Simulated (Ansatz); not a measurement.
One change: `O=C[SiH2][CH2][InH2]` becomes `O=C[SiH2]Cl`.

Ansatz, PBE0-D4/def2-TZVP geometries, multiplicity 1. Each molecule was computed in one conformer, which needn't be the lowest.

Elements past krypton have def2 core potentials.

```
                               property  `O=C[SiH2][CH2][InH2]`
HOMO–LUMO gap (ωB97M-V/def2-TZVPP) / eV                    8.66
      HOMO energy (PBE/def2-TZVPP) / eV                   -5.45
    LUMO energy (B3LYP/def2-TZVPP) / eV                   -2.15
      LUMO energy (PBE/def2-TZVPP) / eV                   -2.63
  LUMO energy (ωB97M-V/def2-TZVPP) / eV                   -0.41
    HOMO energy (B3LYP/def2-TZVPP) / eV                   -6.63
```

(1) What does the change do to each property? (Estimate.)

Results:

(1) Computed: 
```csv
property,`O=C[SiH2]Cl`,shift
HOMO–LUMO gap (ωB97M-V/def2-TZVPP) / eV,9.97,1.31
HOMO energy (PBE/def2-TZVPP) / eV,-5.97,-0.52
LUMO energy (B3LYP/def2-TZVPP) / eV,-2.28,-0.13
LUMO energy (PBE/def2-TZVPP) / eV,-3.17,-0.54
LUMO energy (ωB97M-V/def2-TZVPP) / eV,0.26,0.67
HOMO energy (B3LYP/def2-TZVPP) / eV,-7.21,-0.58
```

With PBE0 the HOMO falls by 0.60 eV and the LUMO falls by 0.16 eV, so the gap widens by about 0.44 eV. PBE moves the HOMO by -0.52 eV and ωB97M-V by -0.63 eV.

B3LYP here is the variant with VWN-RPA as its local correlation; programs differ in this.
